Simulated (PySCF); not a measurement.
SMILES Bc1ccc(C)cc1 (GFN2-xTB optimised geometry):

```
17

B     -1.427    -2.394    -0.005
C     -0.615    -1.084     0.000
C     -1.240     0.172     0.002
C     -0.515     1.346     0.002
C      0.876     1.323     0.000
C      1.668     2.593    -0.026
C      1.516     0.088     0.000
C      0.788    -1.084     0.000
H     -2.597    -2.361    -0.007
H     -0.877    -3.427    -0.010
H     -2.320     0.218     0.004
H     -1.029     2.298     0.004
H      1.961     2.825    -1.051
H      1.084     3.427     0.355
H      2.576     2.495     0.566
H      2.597     0.052     0.001
H      1.309    -2.030     0.001
```

Computed with PBE0/def2-SVP run with PySCF.

Question: What are the frontier orbital energies and the dipole moment?

Answer: HOMO-2 -9.03 eV, HOMO-1 -7.45 eV, HOMO -7.36 eV, LUMO -1.80 eV, LUMO+1 -0.16 eV; dipole moment 2.30 D.

Meta-Löwdin charges at PBE0/def2-SVP: B1 -0.03, C2 -0.10, C3 -0.06, C4 -0.13, C5 0.06, C6 -0.31, C7 -0.13, C8 -0.06, H9 0.00, H10 0.00, H11 0.11, H12 0.10, H13 0.12, H14 0.11, H15 0.11, H16 0.10, H17 0.11.
